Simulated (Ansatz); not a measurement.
Relaxation of Cu₅H₅ with RKS PBE-D4/def2-SVP.

```sh
$ ansatz run in.yaml --threads 4 --pin off --events-out ev --progress --plain --max-ram 4787MiB
```

```yaml
crystal:
  periodic: [false, false, false]
  atoms:
    - {symbol: Cu, position_ang: [-4.376040, -4.843520, 0.622790]}
    - {symbol: Cu, position_ang: [4.165090, 4.684380, -0.636860]}
    - {symbol: Cu, position_ang: [-0.218120, -0.297840, 0.068880]}
    - {symbol: Cu, position_ang: [2.009950, 2.191410, -0.275030]}
    - {symbol: Cu, position_ang: [-2.097800, -2.367260, 0.338460]}
    - {symbol: H, position_ang: [-5.436120, -5.996310, 0.741250]}
    - {symbol: H, position_ang: [-3.239880, -3.615750, 0.499850]}
    - {symbol: H, position_ang: [0.920400, 0.945400, -0.097860]}
    - {symbol: H, position_ang: [5.171900, 5.881330, -0.809990]}
    - {symbol: H, position_ang: [3.100640, 3.418150, -0.451480]}
basis:
  gaussian: {orbitals: def2-SVP}
hamiltonian: {xc: pbe, dispersion: d4}
scf: {lower_state_search: "off"}
output: {orbitals: {seedname: orbitals}}
relax: {f_tol: 0.02, max_steps: 100}
```

Run time 2.7 min (4 threads of Arm Neoverse V2 on a shared host).

Positions (Å) and forces (eV/Å) at steps 1, 2, 3, 4, 5, 6, 7, 8, 9, 10, 11, 12, 13, 14, 15, 16, 17, 18, 19, 20, 21, 22, 23, 24, 25, 26, 27, 28 of 52:

```xyz
10
step=1 energy=-223216.1809 eV
Cu   -4.376   -4.844    0.623    0.096    0.103   -0.021
Cu    4.165    4.684   -0.637    0.139    0.193   -0.027
Cu   -0.218   -0.298    0.069    0.008    0.036   -0.009
Cu    2.010    2.191   -0.275   -0.066   -0.053    0.001
Cu   -2.098   -2.367    0.338   -0.102   -0.124    0.010
H    -5.436   -5.996    0.741    0.288    0.316   -0.031
H    -3.240   -3.616    0.500    0.265    0.297   -0.035
H     0.920    0.945   -0.098    0.009    0.003   -0.001
H     5.172    5.881   -0.810   -0.409   -0.491    0.070
H     3.101    3.418   -0.451   -0.228   -0.279    0.042
10
step=2 energy=-223216.4451 eV
Cu   -4.254   -4.709    0.605    0.126    0.138   -0.023
Cu    4.071    4.581   -0.622    0.014    0.040   -0.007
Cu   -0.255   -0.323    0.070   -0.099   -0.015    0.000
Cu    1.940    2.119   -0.267   -0.094   -0.078    0.005
Cu   -2.019   -2.287    0.326    0.073    0.002   -0.012
H    -5.304   -5.851    0.724    0.193    0.212   -0.022
H    -3.131   -3.496    0.486    0.131    0.177   -0.013
H     0.873    0.894   -0.092    0.041    0.002    0.001
H     5.062    5.753   -0.792   -0.243   -0.288    0.042
H     3.017    3.319   -0.438   -0.143   -0.191    0.030
10
step=3 energy=-223216.6665 eV
Cu   -4.131   -4.569    0.586    0.126    0.128   -0.023
Cu    3.977    4.477   -0.608   -0.106   -0.103    0.013
Cu   -0.334   -0.338    0.071   -0.171    0.260   -0.017
Cu    1.866    2.041   -0.258   -0.094   -0.054    0.001
Cu   -1.898   -2.214    0.309    0.219   -0.210   -0.014
H    -5.175   -5.704    0.707    0.114    0.133   -0.016
H    -3.025   -3.373    0.475   -0.016    0.183    0.008
H     0.828    0.837   -0.084    0.066   -0.134    0.016
H     4.955    5.630   -0.775   -0.096   -0.105    0.015
H     2.936    3.213   -0.422   -0.042   -0.096    0.017
10
step=4 energy=-223216.9274 eV
Cu   -4.045   -4.447    0.570    0.214    0.113   -0.046
Cu    3.896    4.389   -0.597   -0.156   -0.165    0.019
Cu   -0.483   -0.237    0.067   -0.065    0.441   -0.035
Cu    1.816    1.971   -0.251   -0.137    0.056   -0.014
Cu   -1.708   -2.262    0.294    0.154   -0.390   -0.002
H    -5.075   -5.586    0.688   -0.011    0.015    0.002
H    -2.966   -3.259    0.474    0.029    0.392    0.011
H     0.819    0.774   -0.073   -0.060   -0.417    0.051
H     4.865    5.534   -0.765   -0.005    0.014   -0.002
H     2.882    3.122   -0.407    0.038   -0.058    0.016
10
step=5 energy=-223217.1190 eV
Cu   -3.976   -4.350    0.555    0.362    0.103   -0.099
Cu    3.832    4.322   -0.589   -0.170   -0.167    0.018
Cu   -0.618   -0.119    0.063    0.313    0.157   -0.036
Cu    1.769    1.920   -0.246   -0.223    0.113   -0.019
Cu   -1.533   -2.346    0.283   -0.257   -0.152    0.014
H    -4.996   -5.501    0.676   -0.078   -0.032    0.029
H    -2.948   -3.136    0.473    0.286    0.532    0.004
H     0.834    0.691   -0.064   -0.340   -0.548    0.077
H     4.796    5.468   -0.758    0.028    0.057   -0.009
H     2.841    3.052   -0.394    0.079   -0.062    0.022
10
step=6 energy=-223217.3433 eV
Cu   -3.850   -4.234    0.527    0.550   -0.061   -0.229
Cu    3.747    4.241   -0.579   -0.185   -0.144    0.015
Cu   -0.668   -0.095    0.057    0.496    0.206   -0.051
Cu    1.676    1.857   -0.237   -0.277    0.062   -0.015
Cu   -1.432   -2.343    0.265   -0.478   -0.245    0.038
H    -4.874   -5.395    0.662   -0.069    0.113    0.078
H    -2.924   -2.943    0.481    0.196    0.568    0.077
H     0.842    0.558   -0.051   -0.339   -0.478    0.068
H     4.709    5.392   -0.749    0.031    0.055   -0.011
H     2.774    2.963   -0.376    0.075   -0.076    0.030
10
step=7 energy=-223217.6610 eV
Cu   -3.684   -4.166    0.471    0.457   -0.231   -0.226
Cu    3.671    4.172   -0.570   -0.175   -0.104    0.007
Cu   -0.665   -0.085    0.050    0.400    0.178   -0.046
Cu    1.578    1.808   -0.230   -0.261   -0.053   -0.002
Cu   -1.406   -2.336    0.253   -0.438   -0.235    0.034
H    -4.772   -5.283    0.659    0.151    0.384    0.049
H    -2.928   -2.751    0.508   -0.010    0.416    0.115
H     0.856    0.428   -0.039   -0.148   -0.270    0.036
H     4.636    5.329   -0.743   -0.002    0.015   -0.006
H     2.715    2.884   -0.358    0.026   -0.100    0.040
10
step=8 energy=-223217.9108 eV
Cu   -3.503   -4.144    0.402    0.136    0.232    0.003
Cu    3.603    4.121   -0.564   -0.150   -0.069   -0.002
Cu   -0.640   -0.075    0.041    0.166    0.034   -0.031
Cu    1.496    1.768   -0.226   -0.183   -0.148    0.009
Cu   -1.434   -2.343    0.247   -0.263   -0.044    0.019
H    -4.681   -5.152    0.662    0.352    0.303   -0.059
H    -2.967   -2.594    0.548   -0.044   -0.084    0.007
H     0.877    0.322   -0.030    0.070   -0.069    0.004
H     4.578    5.281   -0.740   -0.058   -0.041    0.001
H     2.670    2.817   -0.340   -0.028   -0.114    0.049
10
step=9 energy=-223218.0960 eV
Cu   -3.406   -3.977    0.353   -0.062    0.144    0.089
Cu    3.472    4.066   -0.576   -0.126   -0.160    0.012
Cu   -0.631   -0.060    0.028    0.150   -0.019   -0.031
Cu    1.460    1.652   -0.231   -0.117   -0.072   -0.006
Cu   -1.407   -2.343    0.249   -0.131    0.076   -0.001
H    -4.534   -5.043    0.652    0.386    0.291   -0.104
H    -2.949   -2.426    0.558   -0.008   -0.088   -0.013
H     0.916    0.182   -0.027    0.045   -0.065   -0.013
H     4.457    5.220   -0.743   -0.079   -0.002   -0.031
H     2.622    2.728   -0.263   -0.056   -0.104    0.098
10
step=10 energy=-223218.2728 eV
Cu   -3.331   -3.814    0.347   -0.154    0.005    0.047
Cu    3.373    3.963   -0.580   -0.184   -0.179   -0.013
Cu   -0.594   -0.048    0.001    0.032    0.010   -0.017
Cu    1.407    1.565   -0.235    0.081    0.017   -0.025
Cu   -1.397   -2.295    0.243    0.087    0.098   -0.007
H    -4.369   -4.951    0.606    0.233    0.142   -0.066
H    -2.932   -2.278    0.579    0.022    0.074    0.002
H     0.964    0.062   -0.052    0.010   -0.077   -0.045
H     4.311    5.159   -0.781   -0.089   -0.059   -0.035
H     2.567    2.638   -0.128   -0.038   -0.029    0.160
10
step=11 energy=-223218.4430 eV
Cu   -3.307   -3.699    0.338   -0.106   -0.017    0.034
Cu    3.262    3.874   -0.589   -0.229   -0.151   -0.353
Cu   -0.566   -0.016   -0.020   -0.014    0.003   -0.014
Cu    1.419    1.500   -0.246    0.162    0.188   -0.013
Cu   -1.362   -2.243    0.241    0.077    0.064   -0.009
H    -4.259   -4.896    0.580    0.138    0.058   -0.053
H    -2.898   -2.175    0.587    0.072    0.152    0.004
H     0.998   -0.016   -0.109   -0.009   -0.111   -0.062
H     4.188    5.077   -0.839   -0.114   -0.152    0.137
H     2.526    2.594    0.058    0.023   -0.034    0.330
10
step=12 energy=-223218.6024 eV
Cu   -3.287   -3.616    0.337   -0.105   -0.016    0.058
Cu    3.147    3.762   -0.699   -0.175   -0.368    0.202
Cu   -0.544    0.014   -0.034    0.020   -0.048   -0.012
Cu    1.450    1.486   -0.234    0.202    0.175    0.023
Cu   -1.330   -2.209    0.238    0.062    0.080   -0.014
H    -4.182   -4.859    0.555    0.125    0.047   -0.062
H    -2.864   -2.090    0.590    0.092    0.142   -0.011
H     1.022   -0.048   -0.163   -0.075   -0.050   -0.080
H     4.077    4.985   -0.820   -0.171   -0.135   -0.071
H     2.510    2.574    0.231    0.025    0.175   -0.033
10
step=13 energy=-223218.7430 eV
Cu   -3.272   -3.536    0.351   -0.035    0.024    0.043
Cu    3.076    3.619   -0.672   -0.121   -0.247    0.241
Cu   -0.525    0.030   -0.048    0.072    0.080   -0.030
Cu    1.496    1.487   -0.226    0.107    0.063    0.084
Cu   -1.297   -2.166    0.233    0.006   -0.060   -0.008
H    -4.099   -4.828    0.518    0.100    0.038   -0.048
H    -2.826   -2.003    0.591    0.088    0.145   -0.012
H     1.031   -0.055   -0.245   -0.058   -0.010   -0.085
H     3.935    4.884   -0.900   -0.133   -0.113   -0.113
H     2.481    2.568    0.398   -0.024    0.080   -0.073
10
step=14 energy=-223218.8562 eV
Cu   -3.251   -3.456    0.371   -0.079   -0.001    0.052
Cu    3.001    3.504   -0.604    0.060    0.077    0.087
Cu   -0.502    0.077   -0.064   -0.077   -0.117    0.010
Cu    1.516    1.481   -0.186    0.037   -0.100    0.082
Cu   -1.265   -2.165    0.227    0.114    0.127   -0.039
H    -4.014   -4.791    0.482    0.107    0.058   -0.045
H    -2.782   -1.908    0.580    0.104    0.140   -0.029
H     1.035   -0.066   -0.331   -0.034    0.026   -0.073
H     3.816    4.773   -1.005   -0.163   -0.187   -0.093
H     2.445    2.550    0.531   -0.069   -0.021    0.048
10
step=15 energy=-223218.9687 eV
Cu   -3.228   -3.356    0.398    0.066    0.040    0.018
Cu    2.946    3.434   -0.522    0.092    0.226   -0.040
Cu   -0.528    0.062   -0.064    0.025    0.266   -0.002
Cu    1.522    1.426   -0.119   -0.027   -0.180    0.052
Cu   -1.194   -2.129    0.205   -0.082   -0.310    0.007
H    -3.915   -4.736    0.445    0.110    0.116   -0.026
H    -2.699   -1.794    0.550    0.107    0.155   -0.038
H     0.994   -0.097   -0.410   -0.011    0.050   -0.051
H     3.708    4.668   -1.124   -0.172   -0.267   -0.031
H     2.394    2.522    0.640   -0.108   -0.097    0.111
10
step=16 energy=-223219.1192 eV
Cu   -3.181   -3.249    0.420   -0.042   -0.018    0.014
Cu    2.869    3.398   -0.440    0.128    0.238   -0.093
Cu   -0.563    0.107   -0.045   -0.060   -0.081    0.071
Cu    1.529    1.352   -0.068   -0.005   -0.102    0.041
Cu   -1.123   -2.174    0.177    0.083    0.064   -0.033
H    -3.815   -4.651    0.419    0.116    0.133   -0.012
H    -2.596   -1.672    0.504    0.152    0.155   -0.056
H     0.937   -0.124   -0.475   -0.003    0.067   -0.063
H     3.613    4.535   -1.230   -0.220   -0.332    0.037
H     2.329    2.479    0.738   -0.149   -0.124    0.093
10
step=17 energy=-223219.2639 eV
Cu   -3.141   -3.144    0.431    0.034    0.046   -0.018
Cu    2.814    3.364   -0.365    0.006    0.013   -0.153
Cu   -0.587    0.097    0.016   -0.042   -0.116    0.051
Cu    1.517    1.295   -0.040   -0.032   -0.042    0.014
Cu   -1.039   -2.193    0.147    0.035    0.013   -0.032
H    -3.725   -4.558    0.410    0.091    0.124    0.006
H    -2.477   -1.553    0.446    0.177    0.154   -0.039
H     0.885   -0.130   -0.554   -0.017    0.093   -0.027
H     3.516    4.385   -1.307   -0.153   -0.228    0.093
H     2.237    2.438    0.816   -0.098   -0.056    0.105
10
step=18 energy=-223219.4110 eV
Cu   -3.093   -3.031    0.427    0.042    0.087   -0.013
Cu    2.754    3.284   -0.355   -0.090   -0.025    0.075
Cu   -0.619    0.053    0.066   -0.076   -0.147    0.010
Cu    1.467    1.262   -0.010   -0.058   -0.075    0.008
Cu   -0.952   -2.235    0.107    0.073   -0.073   -0.047
H    -3.649   -4.449    0.413    0.075    0.115    0.004
H    -2.328   -1.434    0.405    0.201    0.200   -0.023
H     0.836   -0.117   -0.606   -0.071    0.065    0.018
H     3.434    4.260   -1.324   -0.041   -0.116   -0.047
H     2.149    2.407    0.877   -0.054   -0.031    0.014
10
step=19 energy=-223219.5639 eV
Cu   -3.048   -2.922    0.422    0.043    0.103    0.000
Cu    2.686    3.238   -0.330   -0.039   -0.013    0.038
Cu   -0.663   -0.006    0.092   -0.108   -0.191   -0.014
Cu    1.410    1.231    0.014   -0.075   -0.062    0.014
Cu   -0.873   -2.292    0.066    0.124   -0.131   -0.066
H    -3.588   -4.342    0.417    0.075    0.137   -0.002
H    -2.169   -1.324    0.381    0.171    0.239    0.002
H     0.782   -0.115   -0.634   -0.067    0.050    0.035
H     3.383    4.156   -1.346   -0.064   -0.111   -0.003
H     2.079    2.375    0.919   -0.060   -0.020   -0.005
10
step=20 energy=-223219.7013 eV
Cu   -2.996   -2.796    0.422    0.079    0.155    0.010
Cu    2.624    3.179   -0.311   -0.047    0.024    0.061
Cu   -0.703   -0.077    0.097    0.045   -0.067   -0.066
Cu    1.339    1.203    0.040   -0.030   -0.059    0.008
Cu   -0.792   -2.359    0.013    0.139   -0.163   -0.072
H    -3.522   -4.213    0.419    0.055    0.106   -0.009
H    -2.003   -1.220    0.376   -0.117    0.064    0.077
H     0.735   -0.118   -0.657   -0.034    0.046    0.027
H     3.322    4.056   -1.356   -0.034   -0.083   -0.017
H     1.996    2.346    0.957   -0.056   -0.022   -0.020
10
step=21 energy=-223219.7907 eV
Cu   -2.937   -2.617    0.488    0.084    0.078   -0.061
Cu    2.513    3.173   -0.246    0.022   -0.020   -0.020
Cu   -0.631   -0.203   -0.008   -0.020    0.041    0.068
Cu    1.322    1.165    0.066    0.000    0.007   -0.030
Cu   -0.740   -2.479   -0.099   -0.001   -0.145    0.002
H    -3.496   -4.022    0.413    0.044    0.091    0.014
H    -1.908   -1.183    0.481   -0.026   -0.013    0.016
H     0.797   -0.113   -0.751   -0.012   -0.007   -0.018
H     3.246    3.920   -1.361   -0.036   -0.009    0.024
H     1.833    2.359    1.018   -0.055   -0.023    0.007
10
step=22 energy=-223219.8175 eV
Cu   -2.896   -2.447    0.409    0.205    0.011    0.044
Cu    2.465    3.142   -0.223   -0.035    0.043    0.025
Cu   -0.583   -0.307    0.047    0.081    0.059   -0.191
Cu    1.301    1.131    0.031   -0.020   -0.049   -0.036
Cu   -0.670   -2.601   -0.111   -0.108   -0.073    0.055
H    -3.453   -3.843    0.427   -0.063   -0.084   -0.110
H    -1.838   -1.177    0.567   -0.035    0.135    0.147
H     0.782   -0.131   -0.828   -0.049    0.006    0.100
H     3.191    3.890   -1.338   -0.001   -0.020    0.022
H     1.701    2.341    1.020    0.023   -0.028   -0.055
10
step=23 energy=-223219.8749 eV
Cu   -2.843   -2.335    0.456    0.167   -0.224   -0.154
Cu    2.411    3.129   -0.212   -0.068   -0.012    0.042
Cu   -0.569   -0.346    0.019   -0.073   -0.137   -0.076
Cu    1.294    1.092   -0.024    0.009   -0.004   -0.013
Cu   -0.633   -2.672   -0.042   -0.149    0.024    0.051
H    -3.428   -3.740    0.263    0.097    0.209   -0.018
H    -1.771   -1.123    0.729   -0.077    0.127    0.232
H     0.776   -0.177   -0.864   -0.004   -0.041   -0.017
H     3.145    3.872   -1.312    0.061    0.060   -0.047
H     1.619    2.300    0.987    0.037   -0.003    0.000
10
step=24 energy=-223219.9487 eV
Cu   -2.792   -2.269    0.429    0.394    0.369    0.042
Cu    2.366    3.114   -0.211    0.057    0.052   -0.120
Cu   -0.589   -0.389    0.009   -0.236   -0.290    0.137
Cu    1.271    1.056   -0.068    0.016    0.000    0.015
Cu   -0.601   -2.732    0.009   -0.093    0.040    0.016
H    -3.355   -3.627    0.145   -0.010   -0.198   -0.127
H    -1.764   -1.058    0.911   -0.035    0.115   -0.024
H     0.754   -0.238   -0.888   -0.050   -0.029   -0.007
H     3.132    3.881   -1.301   -0.060   -0.030    0.105
H     1.579    2.261    0.965    0.017   -0.030   -0.037
10
step=25 energy=-223220.0645 eV
Cu   -2.701   -2.147    0.408    0.205    0.022    0.069
Cu    2.331    3.077   -0.231    0.015   -0.017   -0.020
Cu   -0.641   -0.444    0.050    0.009   -0.134    0.053
Cu    1.228    1.010   -0.105   -0.023   -0.079    0.014
Cu   -0.548   -2.799    0.043   -0.110   -0.018   -0.064
H    -3.238   -3.540    0.013    0.274    0.220   -0.037
H    -1.771   -0.937    1.060   -0.274    0.030   -0.014
H     0.684   -0.303   -0.894   -0.086   -0.020    0.040
H     3.100    3.878   -1.276   -0.011    0.032   -0.007
H     1.556    2.204    0.931    0.002   -0.037   -0.034
10
step=26 energy=-223220.1923 eV
Cu   -2.643   -2.073    0.425    0.064    0.051    0.115
Cu    2.315    3.046   -0.245    0.006   -0.054   -0.020
Cu   -0.676   -0.485    0.088    0.089    0.010    0.064
Cu    1.205    0.965   -0.112   -0.024   -0.053    0.025
Cu   -0.546   -2.846    0.014   -0.141   -0.106   -0.149
H    -3.074   -3.465   -0.061    0.335    0.067   -0.055
H    -1.842   -0.836    1.131   -0.240    0.154    0.002
H     0.631   -0.350   -0.882   -0.070   -0.042    0.058
H     3.078    3.882   -1.271   -0.030    0.013   -0.002
H     1.552    2.162    0.913    0.011   -0.040   -0.039
10
step=27 energy=-223220.3478 eV
Cu   -2.615   -2.017    0.466    0.039    0.041    0.107
Cu    2.305    3.015   -0.257    0.000   -0.047   -0.021
Cu   -0.694   -0.504    0.131    0.074    0.028    0.099
Cu    1.191    0.928   -0.114   -0.010   -0.047    0.023
Cu   -0.576   -2.890   -0.048   -0.301   -0.068   -0.201
H    -2.893   -3.423   -0.122    0.472    0.055   -0.004
H    -1.919   -0.722    1.176   -0.222    0.136   -0.039
H     0.595   -0.393   -0.861   -0.041   -0.062    0.061
H     3.053    3.880   -1.270   -0.031   -0.003   -0.007
H     1.553    2.127    0.899    0.019   -0.034   -0.019
10
step=28 energy=-223220.5399 eV
Cu   -2.604   -1.977    0.510   -0.038    0.145    0.147
Cu    2.296    2.991   -0.267   -0.011   -0.051   -0.014
Cu   -0.705   -0.515    0.172    0.070    0.047    0.084
Cu    1.184    0.899   -0.112   -0.001   -0.040    0.024
Cu   -0.644   -2.919   -0.126   -0.374   -0.078   -0.240
H    -2.703   -3.392   -0.153    0.593   -0.003   -0.002
H    -1.988   -0.629    1.192   -0.210    0.094   -0.043
H     0.574   -0.432   -0.835   -0.027   -0.075    0.068
H     3.033    3.874   -1.272   -0.024   -0.008   -0.017
H     1.556    2.100    0.892    0.022   -0.032   -0.008
```

The relaxation made no stability test and no search for a lower SCF solution. No other spin state of charge 0 was run. Another isomer (singlet) lies 0.96 eV lower at PBE0-D4/def2-TZVP; other spin states weren't run for this one.
